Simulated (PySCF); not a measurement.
## Trend along the alkaline earths: MSe molecules

PBE0 with double-zeta basis sets in PySCF, for the lowest determinant that a PBE0 search found; no spin–orbit coupling. De refers to high-spin ground-configuration atoms. A positive dipole means M(−)Se(+).

```
 M                       basis  state (unpaired electrons)  Re (Å)  ωe (cm⁻¹)  De (eV)   μ (D)
Be                    def2-SVP      singlet (closed shell)   1.876        863     2.96   -4.74
Mg  aug-cc-pVDZ/aug-cc-pVDZ-PP      singlet (closed shell)   2.271        426     1.79   -7.48
Ca                  x2c-SVPall      singlet (closed shell)   2.426        375     3.12   -9.89
Sr                    def2-SVP      singlet (closed shell)   2.581        283     3.26  -10.54
```

The shortest bond is that of BeSe (1.876 Å), the longest that of SrSe (2.581 Å).

The rows differ in basis set, which adds steps of its own.

Down a group the atoms grow and get heavier, so bonds lengthen and wavenumbers fall; this series shows no clear exception.
